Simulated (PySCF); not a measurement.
C2H6ClFSn, SMILES [CH3][Sn]([CH3])([F])[Cl].

Geometry optimised at B3LYP-D3(BJ)/def2-SVP. The structure was generated by enumeration; whether it is a known compound was not checked. The def2 effective core potentials stand for the cores of Sn; spin–orbit coupling is left out.

Vertical ionisation energy (IE) and electron affinity (EA) in eV. Rows of orbital energies are one-electron estimates. Where ΔSCF, EOM or ADC give a negative EA the extra electron is unbound and the value depends on the basis.

| level | IE | EA |
|---|---|---|
| −ε(HOMO), −ε(LUMO), B3LYP/def2-TZVP (PySCF) | 8.17 | 1.26 |
| −ε(HOMO), −ε(LUMO), PBE/def2-TZVP (PySCF) | 7.12 | 1.89 |
